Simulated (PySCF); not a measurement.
Compound: C8H8BN3OS.
SMILES with atom numbers: `[NH2:1][C:2](=[S:3])[N:4]1[N:5]=[CH:6][c:7]2[cH:8][cH:9][cH:10][cH:11][c:12]2[B:13]1[OH:14]` (hydrogens: H15, H16 on N1; H17 on C6; H18 on C8; H19 on C9; H20 on C10; H21 on C11; H22 on O14)

Computed by this run: PBE0-D3(BJ)/def2-SVP geometry optimisation, gas phase in PySCF 2.14.0; density fitting, grid level 1; the optimiser is geomeTRIC in internal coordinates, started from a GFN2-xTB structure with every atom displaced at random (about 0.01 Å).

Step 0: E = -26421.2897 eV
```
atom  x, y, z in Å  |  force x, y, z in eV/Å
N1      3.8364    0.4204   -0.9951   -2.602   0.819  -1.106
C2      3.1245   -0.1328    0.0015    2.193   0.084  -0.315
S3      3.8927   -0.8840    1.2225    0.791  -0.664   0.995
N4      1.7758   -0.0274   -0.0976   -3.382   0.336  -0.626
N5      1.3399    0.4569   -1.3045    0.841   0.110   0.178
C6      0.0977    0.6122   -1.5792    0.513  -0.171   0.139
C7     -0.9957    0.2903   -0.7187   -0.229  -0.007   0.325
C8     -2.3142    0.4756   -1.1368   -0.893  -0.351   1.061
C9     -3.3638    0.1626   -0.2580    0.734   0.229  -1.068
C10    -3.0899   -0.3389    1.0052   -0.660   0.010   0.213
C11    -1.7912   -0.5172    1.4146    0.823   0.322  -0.844
C12    -0.7052   -0.2050    0.5704   -0.816   0.024  -0.234
B13     0.7646   -0.3682    0.9398    1.473  -0.319   0.805
O14     1.2281   -0.7776    2.1482    0.664   0.493  -1.310
H15     4.8088    0.3210   -1.0183    1.561  -0.268   0.162
H16     3.3015    0.8226   -1.7818    0.473  -0.298   0.526
H17    -0.0893    1.0155   -2.5671   -0.170   0.138  -0.406
H18    -2.5391    0.8559   -2.1178   -0.037   0.224  -0.594
H19    -4.3886    0.2851   -0.5877   -0.317   0.095  -0.062
H20    -3.9271   -0.5746    1.6650    0.055  -0.072   0.108
H21    -1.6046   -0.9017    2.3876    0.212  -0.429   1.116
H22     0.6028   -1.0160    2.8002   -1.225  -0.303   0.936
```

Step 1: E = -26421.3348 eV
```
atom  x, y, z in Å  |  force x, y, z in eV/Å
N1      3.7827    0.5563   -1.0349    1.556  -0.778   1.313
C2      3.1896   -0.0579    0.0009   -1.969   0.144   0.343
S3      4.0141   -0.7512    1.2462    0.000   0.066  -0.048
N4      1.7533   -0.0051   -0.0954    0.562  -0.158   0.223
N5      1.3559    0.4775   -1.2971   -0.127  -0.030  -0.005
C6      0.1126    0.6314   -1.5824   -0.072   0.014  -0.037
C7     -0.9977    0.3121   -0.7170   -0.003   0.037   0.006
C8     -2.3296    0.5108   -1.1181   -0.016   0.033  -0.118
C9     -3.3648    0.1756   -0.2612   -0.066  -0.039   0.023
C10    -3.0865   -0.3613    1.0034    0.043   0.021  -0.032
C11    -1.7692   -0.5488    1.3996   -0.030  -0.058   0.178
C12    -0.7024   -0.2135    0.5543    0.206  -0.072   0.072
B13     0.7969   -0.3786    0.9517   -0.367   0.095  -0.194
O14     1.1895   -0.7935    2.1668    0.091  -0.198   0.378
H15     4.7448    0.2557   -0.8953    0.394   0.536  -1.018
H16     3.3141    0.5042   -1.9165   -0.344   0.229  -0.717
H17    -0.0903    1.0401   -2.5793    0.021  -0.040   0.005
H18    -2.5432    0.9275   -2.1081    0.024  -0.030   0.055
H19    -4.4031    0.3208   -0.5709    0.027   0.018   0.000
H20    -3.9051   -0.6275    1.6740   -0.031  -0.014   0.023
H21    -1.5741   -0.9699    2.3963   -0.035   0.063  -0.129
H22     0.4765   -1.0302    2.7755    0.137   0.159  -0.321
```

Step 2: E = -26421.4908 eV
```
atom  x, y, z in Å  |  force x, y, z in eV/Å
N1      3.8287    0.5245   -1.0011    0.284  -0.443   0.080
C2      3.1815   -0.0804    0.0193   -0.271   0.129   0.142
S3      3.9866   -0.7803    1.2727   -0.052   0.021   0.070
N4      1.7506   -0.0148   -0.0962    0.546  -0.068   0.021
N5      1.3497    0.4666   -1.2982    0.067  -0.016  -0.048
C6      0.1059    0.6228   -1.5827   -0.018   0.003  -0.019
C7     -1.0051    0.3085   -0.7167   -0.005   0.030   0.009
C8     -2.3369    0.5098   -1.1177   -0.013   0.018  -0.078
C9     -3.3723    0.1788   -0.2589   -0.036  -0.034   0.014
C10    -3.0936   -0.3560    1.0067    0.030   0.016  -0.019
C11    -1.7767   -0.5463    1.4031   -0.019  -0.030   0.112
C12    -0.7094   -0.2153    0.5553    0.163  -0.058   0.040
B13     0.7891   -0.3824    0.9480   -0.264   0.040  -0.039
O14     1.1833   -0.7968    2.1641    0.098  -0.140   0.242
H15     4.8352    0.3731   -1.0178   -0.306  -0.028   0.105
H16     3.3303    0.4941   -1.8770   -0.248   0.455  -0.395
H17    -0.0959    1.0295   -2.5803    0.021  -0.034  -0.002
H18    -2.5497    0.9246   -2.1079    0.018  -0.022   0.034
H19    -4.4103    0.3260   -0.5679    0.019   0.017  -0.001
H20    -3.9127   -0.6188    1.6787   -0.019  -0.011   0.014
H21    -1.5825   -0.9653    2.3991   -0.024   0.043  -0.084
H22     0.4681   -1.0276    2.7677    0.030   0.113  -0.200
```

Step 3: E = -26421.5368 eV
```
atom  x, y, z in Å  |  force x, y, z in eV/Å
N1      3.7827    0.5342   -1.0118    0.566  -0.493   0.120
C2      3.1801   -0.1000    0.0178   -0.319   0.195  -0.119
S3      3.9826   -0.8569    1.2398    0.090   0.093  -0.092
N4      1.7579   -0.0233   -0.0701    0.275  -0.055  -0.087
N5      1.3711    0.4536   -1.2782   -0.417   0.002  -0.005
C6      0.1297    0.6067   -1.5729   -0.048  -0.014   0.020
C7     -0.9841    0.2988   -0.7077    0.011   0.020  -0.053
C8     -2.3113    0.4967   -1.1257   -0.020  -0.012   0.014
C9     -3.3555    0.1753   -0.2734    0.002  -0.016   0.001
C10    -3.0875   -0.3462    1.0000   -0.007   0.002   0.007
C11    -1.7753   -0.5357    1.4118   -0.012   0.003   0.016
C12    -0.6975   -0.2161    0.5715    0.022  -0.020   0.008
B13     0.7946   -0.3872    0.9749   -0.119   0.067  -0.132
O14     1.1836   -0.8014    2.1943    0.118  -0.060   0.094
H15     4.7766    0.3538   -1.0791   -0.014   0.064   0.036
H16     3.2408    0.6554   -1.8651   -0.091   0.181   0.212
H17    -0.0650    0.9992   -2.5773   -0.002  -0.010   0.003
H18    -2.5122    0.9013   -2.1214    0.008  -0.007   0.005
H19    -4.3897    0.3229   -0.5933    0.003   0.008   0.002
H20    -3.9137   -0.6013    1.6675   -0.002  -0.003   0.002
H21    -1.5937   -0.9445    2.4119   -0.009   0.010  -0.012
H22     0.4497   -1.0109    2.7790   -0.036   0.048  -0.041
```

Task: Estimate the geometry and energy of step 4. (The exact step hangs on the optimiser's Hessian estimate; all steps are aligned on step 3, rigid shifts and turns removed.)

Result: E = -26421.5476 eV, largest force 0.433 eV/Å
```
atom  x, y, z in Å  |  force x, y, z in eV/Å
N1      3.8419    0.5217   -0.9772   -0.096  -0.313  -0.163
C2      3.1740   -0.1015    0.0160   -0.298   0.208  -0.235
S3      3.9478   -0.8744    1.2458    0.095  -0.011   0.026
N4      1.7581   -0.0076   -0.1063   -0.104  -0.107   0.105
N5      1.3457    0.4671   -1.3092    0.301   0.040  -0.029
C6      0.0999    0.6129   -1.5910    0.036  -0.013   0.010
C7     -1.0066    0.3021   -0.7187   -0.005  -0.012   0.006
C8     -2.3401    0.4912   -1.1209    0.003  -0.010   0.011
C9     -3.3726    0.1653   -0.2557    0.018  -0.011  -0.004
C10    -3.0870   -0.3521    1.0155   -0.008   0.001   0.007
C11    -1.7688   -0.5334    1.4116    0.008   0.018  -0.027
C12    -0.7026   -0.2093    0.5572   -0.025  -0.009  -0.010
B13     0.7940   -0.3715    0.9397   -0.008   0.014   0.014
O14     1.1940   -0.7843    2.1574    0.047  -0.021   0.027
H15     4.8255    0.2942   -0.9840    0.136   0.106  -0.095
H16     3.3505    0.6910   -1.8564   -0.020   0.102   0.309
H17    -0.1046    1.0022   -2.5944    0.004   0.000  -0.007
H18    -2.5546    0.8927   -2.1144   -0.001   0.000  -0.013
H19    -4.4109    0.3072   -0.5640   -0.003   0.006   0.000
H20    -3.9039   -0.6107    1.6936    0.008   0.000  -0.006
H21    -1.5735   -0.9390    2.4091   -0.002  -0.007   0.027
H22     0.4578   -0.9894    2.7386   -0.084   0.017   0.048
```

The energy changes by -0.0108 eV. The first-order estimate −F·Δx gives -0.0572 eV and the mean of the old and new forces, exact on a quadratic surface, -0.0138 eV. The step makes an angle of 77° with the force vector and moves no atom by more than 0.122 Å.

What follows is the cost of the whole optimisation. On one thread, Arm Neoverse V1 (aarch64), no GPU, shared host, this took 10 min of wall time and 1.4 GiB of memory at its peak.
